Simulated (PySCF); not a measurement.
**Computed properties of ScCl₂, SMILES [Cl][Sc+][Cl], charge +1**

ScCl2, SMILES [Cl][Sc+][Cl], charge +1. Geometry: PBE0-D3(BJ)/def2-TZVP. The spin state was assumed, not searched. The isomer is the one that the SMILES or the coordinates give; other isomers of the formula were not compared. The values are those of a single conformer. All values are computed for the isolated molecule unless a solvent is named; none is compared with measurement here.

**Structure.** The optimised structure has C2v symmetry. All 3 harmonic modes at PBE0-D3(BJ)/def2-TZVP (PySCF) are real, so it is a minimum. With heavy atoms numbered as in [Sc+:1]([Cl:2])[Cl:3], the shortest bond between them is Sc1–Cl3 at 2.182 Å and the longest Sc1–Cl2 at 2.182 Å.

**Vibrations.** The strongest infrared lines (harmonic, unscaled, degenerate partners summed) lie at 540 cm⁻¹ (218 km/mol, Sc 53 %, Cl 47 %), 487 cm⁻¹ (37 km/mol, Cl 66 %, Sc 34 %), 106 cm⁻¹ (12 km/mol, Cl 73 %, Sc 27 %). The softest mode is at 106 cm⁻¹ and the zero-point energy is 1.6 kcal/mol.

**Electronic structure.** HF/def2-TZVPD (PySCF) places the frontier levels at -17.47 and -5.99 eV, a gap of 11.48 eV and a mean polarisability of 44.8 bohr³.

**Excitations.** TDA-M06-2X/def2-SVPD (PySCF) has S1 at 4.59 eV (270 nm, f = 0.002, dark); the most intense of the 10 singlets computed lies at 4.93 eV (f = 0.03). T1 (TDA) is at 4.57 eV, 0.02 eV under S1. No vertical singlet excitation falls in the visible range (under 3.1 eV).
